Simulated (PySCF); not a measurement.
Al(H)(OH)(SH) (AlH3OS), SMILES [OH][AlH][SH]. The structure is a stationary point at TPSSh-D3(BJ)/def2-TZVP. The values are those of a single conformer.

TDA-M06-2X/def2-SVPD in PySCF 2.14.0 puts the lowest singlet excitations at 6.25, 6.32, 6.39, 6.69, 7.40, 7.53 eV.

What are the lowest excitation roots from ADC(2)/aug-cc-pVDZ in PySCF? (Estimate from the structure and the level; the computed values follow.)

6.30, 6.47, 6.64, 6.99, 7.28, 7.73 eV. S1 differs by 0.04 eV (second minus first; roots are paired by order, and the bases may differ).
